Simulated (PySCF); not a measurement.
**Computed properties of AlH2F, SMILES [F][AlH2]**

AlH2F, SMILES [AlH2][F]. Coordinates come from a TPSSh-D3(BJ)/def2-TZVP optimisation. Other conformers were not sampled. All values are computed for the isolated molecule unless a solvent is named; none is compared with measurement here.

**Structure.** The optimised structure has C2v symmetry. All 6 harmonic modes at TPSSh-D3(BJ)/def2-TZVP (PySCF) are real, so it is a minimum.

**Vibrations.** The strongest infrared lines (harmonic, unscaled, degenerate partners summed) lie at 622 cm⁻¹ (277 km/mol, H 85 %, Al 13 %), 1987 cm⁻¹ (250 km/mol, H 94 %), 837 cm⁻¹ (236 km/mol, F 40 %, Al 40 %, H 20 %). The softest mode is at 546 cm⁻¹ and the zero-point energy is 9.6 kcal/mol.

**Electronic structure.** HF/def2-TZVPD (PySCF) places the frontier levels at -12.09 and 1.14 eV, a gap of 13.23 eV, and gives a dipole moment of 1.55 D and a mean polarisability of 25.2 bohr³.

**Excitations.** TDDFT-B3LYP/def2-TZVPD (PySCF) has S1 at 5.77 eV (215 nm, f = 0.000, dark); the most intense of the 10 singlets computed lies at 8.61 eV (f = 0.39). T1 (TDA) is at 5.29 eV. No vertical singlet excitation falls in the visible range (under 3.1 eV).

**NMR.** GIAO shifts at KT2/pcSseg-2 (PySCF) (non-relativistic, atoms alike by connectivity averaged): ¹H at 5.1 ppm against TMS; ¹⁹F at -158.8 ppm against CFCl3.
